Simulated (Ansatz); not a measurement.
Species: YBr$_{3}$, net charge 0, singlet state. 
Structure (B3LYP-D3(BJ)/def2-TZVP (Ansatz, a first-principles code) minimum search):
```
Y
Br 1 2.6037
Br 1 2.6037 2 120.00
Br 1 2.6037 2 120.00 3 -180.00
```

Property: vertical ionisation energy (to the doublet state of charge +1; each state is the SCF solution reached for its spin; the molecule has degenerate orbitals, so one determinant may break the symmetry; for the doublet the Hartree-Fock reference is unstable and T1 is 0.037), in eV. Valence correlation only, unless marked. Open shells are spin-unrestricted. No spin-orbit coupling. The frozen core is the preceding noble-gas configuration, with the filled d and f shells of earlier blocks. Past Kr the def2 sets carry scalar-relativistic core potentials.  The program attaches cautions to a run behind CCSD/def2-SVPD: other roots. The program attaches cautions to a run behind CCSD/def2-TZVPPD: other roots.

| level | program | vertical ionisation energy (eV) |
|---|---|---|
| HF/def2-QZVPPD | Ansatz | 10.06 |
| SVWN5/def2-TZVPD | Ansatz | 9.91 |
| PBE/def2-TZVPD | Ansatz | 9.70 |
| r2SCAN/def2-TZVPD | Ansatz | 9.98 |
| wB97X-V/def2-TZVPD | Ansatz | 10.88 |
| B2PLYP/def2-TZVPD | Ansatz | 10.37 |
| RI-MP2/def2-QZVPPD | Ansatz | 11.09 |
| CCSD/def2-SVPD | Ansatz | 10.76 |
| CCSD/def2-TZVPPD | Ansatz | 10.84 |
